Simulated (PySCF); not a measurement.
In(CF3)(F)2 (CF5In), SMILES [F][In]([F])[C](F)(F)F.

Coordinates come from a r2SCAN-D4/def2-SVP optimisation. The structure was generated by enumeration; whether it is a known compound was not checked. The def2 effective core potentials stand for the cores of In; spin–orbit coupling is left out.

Two levels are set side by side: TDA-PBE/def2-SVPD (PySCF) and TDA-LC-ωPBE/def2-SVPD (PySCF). Vertical, same geometry. The lowest singlet is HOMO−1→LUMO 95 % with PBE and HOMO→LUMO 68 %, HOMO−3→LUMO 17 % with the other functional; states are paired by order. Differences are taken from unrounded values.

```csv
quantity,TDA-LC-ωPBE,TDA-PBE,TDA-PBE minus TDA-LC-ωPBE
lowest singlet excitation (eV),6.97,5.24,-1.73
lowest triplet excitation (TDA) (eV),5.10,4.14,-0.96
first bright state (f over 0.05) (eV),6.97,5.27,-1.69
its oscillator strength,0.30,0.08,-0.21
```

Functionals without exact exchange tend to place singlet excitations lower, as here. Differences between two approximate levels are no errors against the true value.

Rough cost on one machine, each run with all the roots and properties that it gave: TDA-LC-ωPBE against TDA-PBE about 3 times.
